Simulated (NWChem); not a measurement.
System: C$_{2}$H$_{3}$F$_{2}$, doublet; SMILES C[C](F)F

Here is an NWChem input.

```
start job
memory heap 200 mb stack 900 mb global 1100 mb
geometry units angstroms noautoz
  C      0.039625     1.391801     0.000000
  C     -0.292284    -0.052668     0.000000
  F      0.071800    -0.721596    -1.087169
  F      0.071800    -0.721596     1.087169
  H      1.136122     1.538731     0.000000
  H     -0.376416     1.874213    -0.894206
  H     -0.376416     1.874213     0.894206
end
basis spherical
  C library def2-tzvp
  F library def2-tzvp
  H library def2-tzvp
end
dft
  odft
  mult 2
  xc xpbe96 cpbe96
  iterations 150
  mulliken
end
task dft gradient
```

Output (shortened):

```
             Northwest Computational Chemistry Package (NWChem) 7.3.0
             --------------------------------------------------------

 CS  symmetry detected

                             Geometry "geometry" -> ""
                             -------------------------

 Output coordinates in angstroms (scale by  1.889725989 to convert to a.u.)

  No.       Tag          Charge          X              Y              Z
 ---- ---------------- ---------- -------------- -------------- --------------
    1 C                    6.0000     0.05654937    -1.38098367     0.00000000
    2 C                    6.0000    -0.29807650     0.05807671     0.00000000
    3 F                    9.0000     0.05542314     0.73265794    -1.08716900
    4 F                    9.0000     0.05542314     0.73265794     1.08716900
    5 H                    1.0000     1.15522520    -1.51061978     0.00000000
    6 H                    1.0000    -0.35183944    -1.86989065    -0.89420600
    7 H                    1.0000    -0.35183944    -1.86989065     0.89420600

 Effective nuclear repulsion energy (a.u.)     123.6721173956

      Symmetry information
      --------------------

 Group name             Cs
 Group number              2
 Group order               2
 No. of unique centers     5

  pbe96 is a nonlocal functional; adding pw91lda local functional.

                                 NWChem DFT Module
                                 -----------------

 Summary of "ao basis" -> "ao basis" (spherical)
 ------------------------------------------------------------------------------
       Tag                 Description            Shells   Functions and Types
 ---------------- ------------------------------  ------  ---------------------
 C                         def2-tzvp                11       31   5s3p2d1f
 F                         def2-tzvp                11       31   5s3p2d1f
 H                         def2-tzvp                 4        6   3s1p

      Symmetry analysis of basis
      --------------------------

        a'         84
        a"         58

            General Information
            -------------------
          SCF calculation type: DFT
          Wavefunction type:  spin polarized.
          No. of atoms     :     7
          No. of electrons :    33
           Alpha electrons :    17
            Beta electrons :    16
          Charge           :     0
          Spin multiplicity:     2
          Use of symmetry is: on ; symmetry adaption is: on
          Maximum number of iterations: 150
          AO basis - number of functions:   142
                     number of shells:    56
          Convergence on energy requested:  1.00D-06
          Convergence on density requested:  1.00D-05
          Convergence on gradient requested:  5.00D-04

              XC Information
              --------------
          PerdewBurkeErnzerhof Exchange Functional  1.000
            Perdew 1991 LDA Correlation Functional  1.000 local
           PerdewBurkeErnz. Correlation Functional  1.000 non-local

             Grid Information
             ----------------
          Grid used for XC integration:  medium
          Radial quadrature: Mura-Knowles
          Angular quadrature: Lebedev.
          Tag              B.-S. Rad. Rad. Pts. Rad. Cut. Ang. Pts.
          ---              ---------- --------- --------- ---------
          C                   0.70       49           8.0       434
          F                   0.50       49          10.0       434
          H                   0.35       45           8.0       434
          Grid pruning is: on
          Number of quadrature shells:   237
          Spatial weights used:  Erf1

      Superposition of Atomic Density Guess
      -------------------------------------

 Sum of atomic energies:        -275.67824074

      Non-variational initial energy
      ------------------------------

 Total energy =    -277.173655
 1-e energy   =    -626.352382
 2-e energy   =     225.506610
 HOMO         =      -0.089561
 LUMO         =       0.104781

   Symmetry analysis of molecular orbitals - initial alpha
   -------------------------------------------------------

  Numbering of irreducible representations:

     1 a'          2 a"

  Orbital symmetries:

     1 a'          2 a"          3 a'          4 a'          5 a'
     6 a"          7 a'          8 a'          9 a"         10 a'
    11 a'         12 a"         13 a"         14 a'         15 a"
    16 a'         17 a'         18 a'         19 a"         20 a'
    21 a'         22 a"         23 a'         24 a'         25 a"
    26 a'         27 a'

   Symmetry analysis of molecular orbitals - initial beta
   ------------------------------------------------------

  Numbering of irreducible representations:

     1 a'          2 a"

  Orbital symmetries:

     1 a'          2 a"          3 a'          4 a'          5 a'
     6 a"          7 a'          8 a'          9 a"         10 a'
    11 a'         12 a"         13 a"         14 a'         15 a"
    16 a'         17 a'         18 a'         19 a"         20 a'
    21 a'         22 a"         23 a'         24 a'         25 a"
    26 a'         27 a'

     ---------------------------------------------
      Total Density - Mulliken Population Analysis
     ---------------------------------------------

    Atom       Charge   Shell Charges
 -----------   ------   -------------------------------------------------------
    1 C    6     6.44   0.86  1.12  0.56  0.67  0.05  1.27  1.43  0.44  0.01  0.03  0.00
    2 C    6     5.38   0.86  1.12  0.52  0.62  0.26  0.82  0.82  0.17  0.04  0.12  0.02
    3 F    9     9.33   0.77  1.20  0.61  1.00  0.30  2.32  2.30  0.81  0.00  0.01  0.00
    4 F    9     9.33   0.77  1.20  0.61  1.00  0.30  2.32  2.30  0.81  0.00  0.01  0.00
    5 H    1     0.86   0.23  0.43  0.17  0.02
    6 H    1     0.83   0.24  0.44  0.13  0.02
    7 H    1     0.83   0.24  0.44  0.13  0.02

     --------------------------------------------
      Spin Density - Mulliken Population Analysis
     --------------------------------------------

    Atom       Charge   Shell Charges
 -----------   ------   -------------------------------------------------------
    1 C    6    -0.01   0.00 -0.00  0.01  0.00 -0.08  0.03  0.02 -0.01  0.00  0.02  0.00
    2 C    6     0.84   0.00 -0.00  0.03  0.07  0.19  0.21  0.24  0.10  0.00 -0.00  0.00
    3 F    9     0.03   0.00 -0.00  0.00  0.00 -0.01  0.04  0.02 -0.02  0.00  0.00  0.00
    4 F    9     0.03   0.00 -0.00  0.00  0.00 -0.01  0.04  0.02 -0.02  0.00  0.00  0.00
    5 H    1     0.09   0.01  0.02  0.06  0.00
    6 H    1     0.01   0.00  0.00  0.00  0.00
    7 H    1     0.01   0.00  0.00  0.00  0.00

   convergence    iter        energy       DeltaE   RMS-Dens  Diis-err
 ---------------- ----- ----------------- --------- --------- ---------
 d= 0,ls=0.0,diis     1   -277.3560407828 -4.01D+02  7.34D-03  3.55D-01
                                                     3.53D-03  3.23D-01
 d= 0,ls=0.0,diis     2   -277.1630699402  1.93D-01  2.93D-03  9.11D-01
                                                     2.44D-03  9.35D-01
 d= 0,ls=0.0,diis     3   -277.4634136639 -3.00D-01  1.32D-03  3.28D-02
                                                     5.71D-04  3.20D-02
 d= 0,ls=0.0,diis     4   -277.4703924990 -6.98D-03  1.12D-03  5.37D-03
                                                     2.68D-04  4.79D-03
 d= 0,ls=0.0,diis     5   -277.4720555619 -1.66D-03  1.45D-04  1.92D-04
                                                     6.31D-05  2.01D-04
  Resetting Diis
 d= 0,ls=0.0,diis     6   -277.4721542983 -9.87D-05  2.15D-05  1.37D-05
                                                     1.64D-05  1.07D-05
 d= 0,ls=0.0,diis     7   -277.4721593778 -5.08D-06  3.46D-05  2.09D-06
                                                     1.25D-05  2.41D-06
 d= 0,ls=0.0,diis     8   -277.4721586323  7.45D-07  1.60D-05  4.19D-06
                                                     7.06D-06  3.85D-06
 d= 0,ls=0.0,diis     9   -277.4721605558 -1.92D-06  1.63D-06  2.81D-08
                                                     9.44D-07  2.81D-08
 d= 0,ls=0.0,diis    10   -277.4721605659 -1.01D-08  9.91D-07  1.51D-08
                                                     3.87D-07  1.73D-08

         Total DFT energy =     -277.472160565923
      One electron energy =     -628.138070250853
           Coulomb energy =      259.570296242203
    Exchange-Corr. energy =      -32.576503952914
 Nuclear repulsion energy =      123.672117395641

 Numeric. integr. density =       33.000002973240

                  Occupations of the irreducible representations
                  ----------------------------------------------

                     irrep           alpha         beta
                     --------     --------     --------
                     a'               11.0         10.0
                     a"                6.0          6.0

                    DFT Final Alpha Molecular Orbital Analysis
                    ------------------------------------------

[...]

                         DFT ENERGY GRADIENTS

    atom               coordinates                        gradient
                 x          y          z           x          y          z
   1 C       0.106863  -2.609681   0.000000    0.000031   0.004434   0.000000
   2 C      -0.563283   0.109749   0.000000    0.010631   0.015290   0.000000
   3 F       0.104735   1.384523  -2.054452   -0.004764  -0.009743   0.015238
   4 F       0.104735   1.384523   2.054452   -0.004764  -0.009743  -0.015238
   5 H       2.183059  -2.854657   0.000000   -0.000755   0.000491   0.000000
   6 H      -0.664880  -3.533581  -1.689804   -0.000189  -0.000364  -0.000589
   7 H      -0.664880  -3.533581   1.689804   -0.000189  -0.000364   0.000589
```

Level: PBE/def2-TZVP, spin-unrestricted. In the optimisation the excess spin sits in a' (Cs, its own frame). All runs use the structure optimised with PBE0/def2-SVP, spin-unrestricted. No stability test was run on the SCF state.
